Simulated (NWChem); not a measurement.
# GeSiH$_{4}$F$_{2}$; SMILES [GeH3][SiH](F)F

Results from NWChem. Geometry: optimised at PBE-D3(BJ)/def2-SVP. Level MN15/def2-SVP: energy and gradient on several grids; changes count from the extra-fine grid, which is no exact limit either.

```json
[
 {"grid": "xcoarse", "size of the energy change (μHa)": "70000", "largest change of a gradient component (μHa/bohr)": "4000", "time, medium = 1 (rough)": "about 1"},
 {"grid": "coarse", "size of the energy change (μHa)": "3000", "largest change of a gradient component (μHa/bohr)": "700", "time, medium = 1 (rough)": "about 1"},
 {"grid": "medium", "size of the energy change (μHa)": "< 10", "largest change of a gradient component (μHa/bohr)": "100", "time, medium = 1 (rough)": "about 1"},
 {"grid": "fine", "size of the energy change (μHa)": "< 10", "largest change of a gradient component (μHa/bohr)": "< 30", "time, medium = 1 (rough)": "about 1"},
 {"grid": "xfine", "size of the energy change (μHa)": "< 10", "largest change of a gradient component (μHa/bohr)": "< 30", "time, medium = 1 (rough)": "2"}
]
```
